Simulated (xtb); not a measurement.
xtb input:

```bash
xtb mol.xyz --gfnff --opt tight --chrg 0 --uhf 0
```
mol.xyz:
```
4

F     -1.27599420    -1.38739847     0.00907524
Al    -0.42045535     0.00707459     0.00347677
F     -1.22857516     1.42954040     0.01163520
Cl     1.64747316    -0.02772042    -0.01362306
```

### Question
Which total energy does the run end on?

### Answer
-0.24454 Eh (GFN-FF).
